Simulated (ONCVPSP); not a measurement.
**Scattering properties, ONCV potential for C (Z = 6)**

C (Z = 6), optimised norm-conserving Vanderbilt (ONCV), made with ONCVPSP 4.0.1 (PBEsol, fully relativistic). Core [He], reference 2s2 2p2. Waves: 2s: rc 1.20 bohr, ncon 3, nbas 8, qcut 6 1/bohr, 2 projectors, debl 1.4 Ha; 2p: rc 3.05 bohr, ncon 4, nbas 8, qcut 4.4 1/bohr, 3 projectors, debl 2.1 Ha; d scattering state at 0.4 Ha: rc 3.30 bohr, ncon 4, nbas 8, qcut 3.3 1/bohr, 1 projector. Local part: polynomial inside 1.00 bohr (lpopt 3, dvloc0 6 Ha). Core correction: polynomial model core, fcfact 0.3.

Open shells are filled in proportion to 2j + 1.

The phase is arctan(r·R′/R) of the radial function R(r), unwrapped; energies in Ha, scanned from -2 to 5 Ha. A pole is an energy at which the radial function vanishes at the test radius. The pseudo phase is shifted by a multiple of π to meet the all-electron one at the reference energy, and phase errors are pseudo minus all-electron; the curves can meet again beyond the range given. Levels narrower than the energy grid can be missing from the lists of poles.

Q: For each channel, where are the poles, and over which energies does the pseudopotential scatter like the atom?

A:

```
channel  radius (bohr)  reference energy (Ha)  poles, all-electron      poles, pseudo  unbroken range about the reference energy with phases within 0.05 rad  phase error 1 Ha above the reference energy (rad)
      s           1.22                  -0.50                 3.21               3.21                                                        the whole range                                             +0.000
   p3/2           3.10                  -0.19    -0.09, 1.50, 4.18  -0.09, 1.50, 4.18                                                              below 0.4                                             +0.012
   p1/2           3.10                  -0.19    -0.10, 1.50, 4.18  -0.09, 1.50, 4.18                                                              below 0.4                                             +0.012
   d5/2           3.35                   0.40           0.93, 2.77         0.94, 2.62                                                              below 1.4                                             +0.062
   d3/2           3.35                   0.40           0.93, 2.77         0.95, 2.56                                                              below 1.3                                             +0.065
```

Phases in the p3/2 channel:

```tsv
E (Ha)	all-electron	pseudo
-1.98	1.373	1.373
-1.62	1.346	1.346
-1.26	1.305	1.306
-0.90	1.230	1.231
-0.54	1.015	1.017
-0.18	-1.279	-1.279
0.18	-2.048	-2.034
0.54	-3.719	-3.664
0.90	-4.465	-4.457
1.26	-4.643	-4.641
1.62	-4.745	-4.745
1.98	-4.857	-4.857
2.34	-5.141	-5.137
2.70	-7.049	-7.023
3.06	-7.627	-7.623
3.42	-7.748	-7.747
3.78	-7.807	-7.807
4.14	-7.849	-7.849
4.50	-7.888	-7.887
4.86	-7.936	-7.930
```
